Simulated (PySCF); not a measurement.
Single conformer, no solvent model, one averaged value for each set of equivalent atoms, non-relativistic Hamiltonian. σ from GIAO-PBE0/pcSseg-1; geometry from GFN2-xTB; PySCF 2.14.

References, each an isolated molecule treated in the same way: 1H (31.72 ppm), 13C (186.93 ppm) against TMS. Shifts are as computed. Against solution values, carbons near 30 ppm lie about +3 ppm off and those near 130 ppm about +5 ppm. Of 1211 compounds with measured shifts, 218 miss one by over three times the rms of a fit or turn the order of signals round; such compounds aren't used in these exercises. OH and NH positions are gas-phase values without hydrogen bonding to other molecules.

Problem. Order these molecules by the shift of their most shielded carbon-bound hydrogen, lowest δ first.
A. C=C(C)c1ccc(O)cc1
B. C=C(C)C=C1CC(C)C1
C. C=C(C)[P@](=C)(C)/C=C\C

Solution. C (0.11 ppm, hydrogen on a carbon double-bonded to a heavier main-group atom), B (1.16 ppm, hydrogen on a methyl carbon), A (2.22 ppm, hydrogen on an allylic methyl carbon).

Problem. How many 13C and 1H signals does each give (equivalence by symmetry and fast rotation, but not about amide C–N or C=N bonds)? `C=C(C)c1ccc(O)cc1`, `C=C(C)[P@](=C)(C)/C=C\C`, `CC/C=N\[SiH3]`, `C=C(C)C=C1CC(C)C1`

Solution. C=C(C)c1ccc(O)cc1: 7 C, 6 H; C=C(C)[P@](=C)(C)/C=C\C: 8 C, 8 H; CC/C=N\[SiH3]: 3 C, 4 H; C=C(C)C=C1CC(C)C1: 9 C, 10 H.
